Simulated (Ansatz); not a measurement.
The same group exchange along the group S, Se, Te.

Calculated with Ansatz (gas phase, PBE0-D4/def2-TZVP geometries, no zero-point term in ΔE). CBS: MP2 limit from def2 TZ/QZ plus the TZ coupled-cluster correction, frozen cores. This one scheme is used for every species. Functionals use def2-TZVPP. B3LYP here is the variant with VWN-RPA as its local correlation; programs differ in this. def2 core potentials past Kr. For Se, Te outer-core shells are correlated without core-valence functions, which leaves a few kJ/mol of doubt a bond. Scalar relativity is left out up to krypton. Each species was taken in one conformer, which may not be the lowest.

```json
{"reaction": "`BS` + `NCF` → `NC(F)S` + BH₃", "B97M-V (kcal/mol)": "40.7", "B3LYP-D4 (kcal/mol)": "39.3", "LDA (SPW92) (kcal/mol)": "41.5"}
{"reaction": "`B[SeH]` + `NCF` → `NC(F)[SeH]` + BH₃", "B97M-V (kcal/mol)": "38.6", "B3LYP-D4 (kcal/mol)": "36.9", "LDA (SPW92) (kcal/mol)": "39.7"}
{"reaction": "`B[TeH]` + `NCF` → `NC(F)[TeH]` + BH₃", "B97M-V (kcal/mol)": "35.5", "B3LYP-D4 (kcal/mol)": "33.1", "LDA (SPW92) (kcal/mol)": "36.7"}
```

(1) Give the CCSD(T)/CBS values in the same order. (An estimate is asked.)

Largest T1 diagnostic: 0.015, for `B[TeH]`.

Results:

(1) Computed: 39.2, 38.1, 34.6 kcal/mol.
